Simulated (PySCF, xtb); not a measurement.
F₂Sr, SMILES [Sr]([F])[F] (connectivity only; charge and spin as stated), charge -1, multiplicity 2.

Harmonic wavenumbers (cm⁻¹) from GFN2-xTB in xtb 6.7.1 at its own minimum, in rising order: 37, 348, 405.

What does PySCF with PBE-D3(BJ)/def2-TZVPD give at its own minimum? (An estimate is asked for; the answer gives what the named calculation found.)

104, 395, 404. Paired by order, the mean absolute difference is 38 cm⁻¹ and the zero-point energies are 1.1 and 1.3 kcal/mol.
